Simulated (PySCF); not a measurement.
**Eu(49+): ionisation energy**

Eu(49+) [Ne] 3s2 3p2 (3P) → Eu(50+) [Ne] 3s2 3p1 (2P), as a difference of total energies. Computed with PySCF 2.14 in an even-tempered Gaussian basis (17 s from 11 bohr⁻², ratio 2.5; 12 p from 14 bohr⁻², ratio 2.5; 4 d from 56 bohr⁻², ratio 2.7; 4 f from 84 bohr⁻², ratio 2.7), with scalar relativity by spin-free X2C-1e. Correlated levels: outer shells: 1s2 frozen; virtual orbitals above 40 to 60 times the deepest correlated orbital energy dropped. The calculations carry no spin-orbit coupling.

```csv
method,ionisation energy (eV)
UHF,4298.5
LDA,4299.6
PBE,4300.5
PBE0,4300.4
r2SCAN,4300.9
B3LYP,4301.1
revPBE,4300.5
MP2 (outer shells),4299.1
SCS-MP2 (outer shells),4298.8
```

Spin-orbit coupling is strong in these open shells (close to jj coupling). The scalar numbers leave it out and a first-order estimate fails, so it can dominate the gap to the real levels.

Breit and QED terms and the two-electron picture change are absent.

For comparison: 4400 ± 4 eV (theoretical estimate listed by NIST; NIST Atomic Spectra Database, ionization energies).
